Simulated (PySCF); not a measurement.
**Frontier levels across methods**

Species: C₄H₄F₂O.
Structure used (PBE0-D3(BJ)/def2-SVP), in Å, numbered top down from 1:
```xyz
11
C4H4F2O angstrom
F      1.132   -0.291    1.726
C      0.136   -0.479    0.811
C      0.613   -0.884   -0.546
C      0.055   -0.057   -1.431
O     -0.733    0.913   -0.890
C     -0.584    0.862    0.502
F      0.182    1.899    0.906
H     -0.571   -1.213    1.239
H      1.257   -1.735   -0.761
H      0.114   -0.041   -2.519
H     -1.579    0.969    0.962
```

Basis pcSseg-1 throughout (PySCF), one geometry. The structure is a single PBE0-D3(BJ)/def2-SVP conformer in the gas phase; no vibrational or solvent corrections.

How do the orbital energies, the gap and the dipole change with the method?

| method | kind | HOMO (eV) | LUMO (eV) | gap (eV) | μ (D) | SCF cycles |
| --- | --- | --- | --- | --- | --- | --- |
| PBE | GGA | -6.01 | -1.24 | 4.77 | 2.53 | 15 |
| KT2 | GGA | -6.07 | -1.24 | 4.83 | 2.57 | 16 |
| B97-2 | global hybrid | -7.04 | -0.29 | 6.75 | 2.79 | 14 |
| PBE0 | global hybrid | -7.29 | -0.23 | 7.06 | 2.79 | 14 |
| CAM-B3LYP | range-separated hybrid | -8.64 | 0.92 | 9.57 | 2.86 | 13 |
| LC-wPBE | range-separated hybrid | -10.00 | 2.11 | 12.11 | 2.85 | 13 |
| HF | Hartree–Fock | -10.07 | 3.68 | 13.75 | 3.30 | 12 |

The HOMO spans 4.06 eV, from PBE down to HF, and the gap runs from 4.77 eV (PBE) to 13.75 eV (HF). Over the methods PBE (0 %), KT2 (0 %), B97-2 (21 %), PBE0 (25 %), HF (100 %), a straight line through the gap against the share of exact exchange rises by 0.89 eV for each 10 % (correlation coefficient 1.000). The dipole ranges from 2.53 D (PBE) to 3.30 D (HF). This basis has no diffuse functions.
